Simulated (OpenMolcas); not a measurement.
Computed levels of 4d4 in ions with 40 electrons, in cm-1 above 5D0.

| Item | Value |
| --- | --- |
| Program | OpenMolcas 26.06 |
| Method | RASSCF |
| Basis | ANO-RCC-VTZP |
| Scalar Hamiltonian | DKH2, point nucleus |
| Spin-orbit coupling | RASSI with atomic mean-field integrals over the reference wave functions, term energies averaged over their components |

Active space for each ion: 4 electrons in 9 orbitals (RAS2 4d 5s; RAS3 5p, at most 2 electrons).

```json
{"Level": "5D1", "Nb+": "158", "Tc3+": "342"}
{"Level": "5D2", "Nb+": "446", "Tc3+": "949"}
{"Level": "5D3", "Nb+": "832", "Tc3+": "1742"}
{"Level": "5D4", "Nb+": "1291", "Tc3+": "2667"}
{"Level": "3P0(1)", "Nb+": "7676", "Tc3+": "17659"}
{"Level": "3P1(1)", "Nb+": "8275", "Tc3+": "19487"}
{"Level": "3P2(1)", "Nb+": "9333", "Tc3+": "22197"}
{"Level": "3H4", "Nb+": "12867", "Tc3+": "18419"}
{"Level": "3H5", "Nb+": "13194", "Tc3+": "19213"}
```

Estimate 5D4, 3P0(1), 3P1(1) for Mo2+ from its neighbours Nb+ and Tc3+.

5D4 is fine structure, which grows about as the fourth power of a screened charge, so the fourth roots are averaged: ((1291^0.25 + 2667^0.25) / 2)^4 = 1886. The calculation gives 1912, so the estimate is off by -1.4 %; the measured value is 1872 (Sugar and Musgrove, J. Phys. Chem. Ref. Data 17, 155 (1988)).
3P0(1) is another term, which grows about linearly with the charge: (7676 + 17659) / 2 = 12668. The calculation gives 14969, so the estimate is off by -15.4 %; the measured value is 11149 (Sugar and Musgrove, J. Phys. Chem. Ref. Data 17, 155 (1988)).
3P1(1) is another term, which grows about linearly with the charge: (8275 + 19487) / 2 = 13881. The calculation gives 16226, so the estimate is off by -14.5 %; the measured value is 12510 (Sugar and Musgrove, J. Phys. Chem. Ref. Data 17, 155 (1988)).

Some high roots are left out of the spin-orbit mixing, which shifts the levels that they would mix with. Without dynamic correlation excited terms often stand tens of per cent too high (terms of higher spin than the ground term too low), and those without a measured partner can miss by more than the paired ones. Terms from blocks run as CI alone lack orbitals of their own. Configurations are named by rounded mean occupations; where the s occupation lies near a half they are strongly mixed, a name can repeat and a true partner stay unpaired (holds for Nb+). Computed and measured levels are paired by configuration, term and J; levels that our copy of the source lacks, or whose pairing is in doubt (as where it misses far off the trend of its configuration), stay unpaired and out of the deviations. Levels of configurations outside the active space are missing.

A number in round brackets counts repeated terms of one configuration in the order of the reference energies.
